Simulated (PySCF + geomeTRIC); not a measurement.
Method: TPSS-D3(BJ)/def2-SVP (PySCF + geomeTRIC). fastk is a local helper that only speeds up exchange builds. No frequencies were computed at this level.

```python
import json, numpy as np
from pyscf import gto, dft
from fastk import lowrank_exchange
atoms = """
C      1.193156    -0.117243     0.103976
N      0.062566    -0.186473    -0.723025
C     -1.188150     0.105313    -0.159626
H      0.991754     0.191228     1.141086
H      1.687938    -1.097222     0.108037
H      1.917923     0.572113    -0.347105
H     -1.658453     0.907674    -0.742095
H     -1.843379    -0.766683    -0.284211
H     -1.163357     0.391291     0.902963
"""
def scf(charge, spin, dm0=None):
    mol = gto.M(atom=atoms, basis='def2-svp', ecp={}, charge=charge, spin=spin, verbose=3, max_memory=15120)
    mf = dft.KS(mol, xc='tpss').density_fit(auxbasis="def2-universal-jkfit")
    mf.disp = 'd3bj'
    mf.grids.level = 3
    mf.conv_tol = 1e-8
    mf.max_cycle = 120
    mf.level_shift = 0.25
    mf.kernel(dm0)
    if not mf.converged:
        mf = mf.newton().run(mf.mo_coeff, mf.mo_occ).undo_soscf()
    return mf
mf = scf(0, 1)
lowrank_exchange(mf)  # same exchange matrices as the stock routine, built faster for response steps
mo, _, stable, _ = mf.stability(return_status=True)
if not stable:
    mf.kernel(mf.make_rdm1(mo, mf.mo_occ))
del mf.get_jk
from pyscf.geomopt.geometric_solver import kernel as optimize
path = []
done, mol = optimize(mf, maxsteps=120, assert_convergence=False, callback=lambda env: path.append((env["energy"], bool(env["g_scanner"].converged))))
res = dict(converged=bool(done and path[-1][1]), energy=path[-1][0], path=[e for e, c in path], xyz=mol.atom_coords(unit="Angstrom").tolist(), nao=mol.nao)
json.dump(res, open("result.json", "w"))
```

Output:

```
converged SCF energy = -134.433734706545  <S^2> = 0.75380227  2S+1 = 2.0037987
<class 'pyscf.df.df_jk.DFUKS'> wavefunction is stable in the internal stability analysis
Geometry optimization cycle 1
converged SCF energy = -134.433734706495  <S^2> = 0.75380218  2S+1 = 2.0037986
cycle 1: E = -134.433734706  dE = -134.434  norm(grad) = 0.0366949
Geometry optimization cycle 2
converged SCF energy = -134.436027541939  <S^2> = 0.75390386  2S+1 = 2.0039001
cycle 2: E = -134.436027542  dE = -0.00229284  norm(grad) = 0.00987248
Geometry optimization cycle 3
converged SCF energy = -134.436152370777  <S^2> = 0.75387822  2S+1 = 2.0038745
cycle 3: E = -134.436152371  dE = -0.000124829  norm(grad) = 0.00507595
Geometry optimization cycle 4
converged SCF energy = -134.436174863253  <S^2> = 0.75386446  2S+1 = 2.0038607
cycle 4: E = -134.436174863  dE = -2.24925e-05  norm(grad) = 0.00141183
Geometry optimization cycle 5
converged SCF energy = -134.436177465965  <S^2> = 0.75385785  2S+1 = 2.0038541
cycle 5: E = -134.436177466  dE = -2.60271e-06  norm(grad) = 0.000203397
Geometry optimization cycle 6
converged SCF energy = -134.436178152258  <S^2> = 0.75385652  2S+1 = 2.0038528
cycle 6: E = -134.436178152  dE = -6.86293e-07  norm(grad) = 0.000361385
Geometry optimization cycle 7
converged SCF energy = -134.436203057904  <S^2> = 0.75382801  2S+1 = 2.0038243
cycle 7: E = -134.436203058  dE = -2.49056e-05  norm(grad) = 0.00632785
Geometry optimization cycle 8
converged SCF energy = -134.434637631169  <S^2> = 0.75366045  2S+1 = 2.0036571
cycle 8: E = -134.434637631  dE = 0.00156543  norm(grad) = 0.0453011
Geometry optimization cycle 9
converged SCF energy = -134.43611186399  <S^2> = 0.75373571  2S+1 = 2.0037322
cycle 9: E = -134.436111864  dE = -0.00147423  norm(grad) = 0.0247629
Geometry optimization cycle 10
converged SCF energy = -134.436231658416  <S^2> = 0.75378206  2S+1 = 2.0037785
cycle 10: E = -134.436231658  dE = -0.000119794  norm(grad) = 0.0153269
Geometry optimization cycle 11
converged SCF energy = -134.436302255997  <S^2> = 0.75375913  2S+1 = 2.0037556
cycle 11: E = -134.436302256  dE = -7.05976e-05  norm(grad) = 0.0186119
Geometry optimization cycle 12
converged SCF energy = -134.436564211184  <S^2> = 0.75371548  2S+1 = 2.003712
cycle 12: E = -134.436564211  dE = -0.000261955  norm(grad) = 0.0240886
Geometry optimization cycle 13
converged SCF energy = -134.435797364  <S^2> = 0.7539659  2S+1 = 2.003962
cycle 13: E = -134.435797364  dE = 0.000766847  norm(grad) = 0.0331254
Geometry optimization cycle 14
converged SCF energy = -134.437461156822  <S^2> = 0.75376411  2S+1 = 2.0037606
cycle 14: E = -134.437461157  dE = -0.00166379  norm(grad) = 0.0105993
Geometry optimization cycle 15
converged SCF energy = -134.437596769756  <S^2> = 0.75372321  2S+1 = 2.0037198
cycle 15: E = -134.43759677  dE = -0.000135613  norm(grad) = 0.00999231
Geometry optimization cycle 16
converged SCF energy = -134.43754233907  <S^2> = 0.75369389  2S+1 = 2.0036905
cycle 16: E = -134.437542339  dE = 5.44307e-05  norm(grad) = 0.012648
Geometry optimization cycle 17
converged SCF energy = -134.437761199057  <S^2> = 0.75371732  2S+1 = 2.0037139
cycle 17: E = -134.437761199  dE = -0.00021886  norm(grad) = 0.00188175
Geometry optimization cycle 18
converged SCF energy = -134.437784056881  <S^2> = 0.75371784  2S+1 = 2.0037144
cycle 18: E = -134.437784057  dE = -2.28578e-05  norm(grad) = 0.00093775
Geometry optimization cycle 19
converged SCF energy = -134.437800343491  <S^2> = 0.75371616  2S+1 = 2.0037127
cycle 19: E = -134.437800343  dE = -1.62866e-05  norm(grad) = 0.000810268
Geometry optimization cycle 20
converged SCF energy = -134.437805122881  <S^2> = 0.75371533  2S+1 = 2.0037119
cycle 20: E = -134.437805123  dE = -4.77939e-06  norm(grad) = 0.000376347
Geometry optimization cycle 21
converged SCF energy = -134.437805712802  <S^2> = 0.75371514  2S+1 = 2.0037117
cycle 21: E = -134.437805713  dE = -5.8992e-07  norm(grad) = 5.53126e-05
Geometry optimization cycle 22
converged SCF energy = -134.437805713005  <S^2> = 0.75371519  2S+1 = 2.0037117
cycle 22: E = -134.437805713  dE = -2.03528e-10  norm(grad) = 2.81973e-05
<class 'geometric.internal.Distance'> : 8
<class 'geometric.internal.Angle'> : 13
<class 'geometric.internal.Dihedral'> : 6
<class 'geometric.internal.TranslationX'> : 1
<class 'geometric.internal.TranslationY'> : 1
<class 'geometric.internal.TranslationZ'> : 1
<class 'geometric.internal.RotationA'> : 1
<class 'geometric.internal.RotationB'> : 1
<class 'geometric.internal.RotationC'> : 1
Step    0 : Gradient = 1.223e-02/2.640e-02 (rms/max) Energy = -134.4337347065
Step    1 : Displace = 3.282e-02/4.377e-02 (rms/max) Trust = 1.000e-01 (=) Grad = 3.291e-03/6.768e-03 (rms/max) E (change) = -134.4360275419 (-2.293e-03) Quality = 1.009
Step    2 : Displace = 1.318e-02/2.001e-02 (rms/max) Trust = 1.414e-01 (+) Grad = 1.692e-03/3.234e-03 (rms/max) E (change) = -134.4361523708 (-1.248e-04) Quality = 1.076
Step    3 : Displace = 1.940e-03/2.401e-03 (rms/max) Trust = 2.000e-01 (+) Grad = 4.706e-04/9.209e-04 (rms/max) E (change) = -134.4361748633 (-2.249e-05) Quality = 1.275
Step    4 : Displace = 1.386e-03/1.976e-03 (rms/max) Trust = 2.828e-01 (+) Grad = 6.780e-05/1.611e-04 (rms/max) E (change) = -134.4361774660 (-2.603e-06) Quality = 1.111
Step    5 : Displace = 1.238e-03/1.986e-03 (rms/max) Trust = 3.000e-01 (+) Grad = 1.205e-04/2.024e-04 (rms/max) E (change) = -134.4361781523 (-6.863e-07) Quality = 1.771
Step    6 : Displace = 4.431e-02/7.125e-02 (rms/max) Trust = 3.000e-01 (=) Grad = 2.109e-03/4.173e-03 (rms/max) E (change) = -134.4362030579 (-2.491e-05) Quality = 1.824
Step    7 : Displace = 2.922e-01/4.736e-01 (rms/max) Trust = 3.000e-01 (=) Grad = 1.510e-02/3.005e-02 (rms/max) E (change) = -134.4346376312 (+1.565e-03) Quality = -9.381
Step    8 : Displace = 1.450e-01/2.332e-01 (rms/max) Trust = 1.461e-01 (x) Grad = 8.254e-03/1.646e-02 (rms/max) E (change) = -134.4361118640 (+9.119e-05) Quality = -1.055
Step    9 : Displace = 7.231e-02/1.162e-01 (rms/max) Trust = 7.250e-02 (x) Grad = 5.109e-03/1.016e-02 (rms/max) E (change) = -134.4362316584 (-2.860e-05) Quality = 0.637
Step   10 : Displace = 4.048e-02/6.529e-02 (rms/max) Trust = 7.250e-02 (=) Grad = 6.204e-03/1.235e-02 (rms/max) E (change) = -134.4363022560 (-7.060e-05) Quality = 2.045
Step   11 : Displace = 1.031e-01/1.656e-01 (rms/max) Trust = 1.025e-01 (+) Grad = 8.030e-03/1.601e-02 (rms/max) E (change) = -134.4365642112 (-2.620e-04) Quality = 0.997
Step   12 : Displace = 1.473e-01/2.392e-01 (rms/max) Trust = 1.450e-01 (+) Grad = 1.104e-02/1.697e-02 (rms/max) E (change) = -134.4357973640 (+7.668e-04) Quality = -0.508
Step   13 : Displace = 7.369e-02/1.252e-01 (rms/max) Trust = 7.250e-02 (-) Grad = 3.533e-03/6.395e-03 (rms/max) E (change) = -134.4374611568 (-1.664e-03) Quality = 1.000
Step   14 : Displace = 5.268e-02/8.918e-02 (rms/max) Trust = 1.025e-01 (+) Grad = 3.331e-03/6.525e-03 (rms/max) E (change) = -134.4375967698 (-1.356e-04) Quality = 1.163
Step   15 : Displace = 2.150e-02/2.706e-02 (rms/max) Trust = 1.450e-01 (+) Grad = 4.216e-03/7.526e-03 (rms/max) E (change) = -134.4375423391 (+5.443e-05) Quality = -0.171
Step   16 : Displace = 1.167e-02/1.409e-02 (rms/max) Trust = 1.075e-02 (-) Grad = 6.272e-04/1.097e-03 (rms/max) E (change) = -134.4377611991 (-2.189e-04) Quality = 1.018
Step   17 : Displace = 1.543e-02/2.589e-02 (rms/max) Trust = 1.521e-02 (+) Grad = 3.126e-04/5.544e-04 (rms/max) E (change) = -134.4377840569 (-2.286e-05) Quality = 1.200
Step   18 : Displace = 2.190e-02/3.939e-02 (rms/max) Trust = 2.150e-02 (+) Grad = 2.701e-04/4.516e-04 (rms/max) E (change) = -134.4378003435 (-1.629e-05) Quality = 1.464
Step   19 : Displace = 1.177e-02/2.246e-02 (rms/max) Trust = 3.041e-02 (+) Grad = 1.254e-04/2.075e-04 (rms/max) E (change) = -134.4378051229 (-4.779e-06) Quality = 1.245
Step   20 : Displace = 2.519e-03/5.007e-03 (rms/max) Trust = 4.301e-02 (+) Grad = 1.844e-05/3.813e-05 (rms/max) E (change) = -134.4378057128 (-5.899e-07) Quality = 0.918
Step   21 : Displace = 4.548e-04/6.944e-04 (rms/max) Trust = 6.082e-02 (+) Grad = 9.399e-06/1.616e-05 (rms/max) E (change) = -134.4378057130 (-2.035e-10) Quality = 0.007
Converged! =D
```

Cost: very roughly 20 core-minutes.
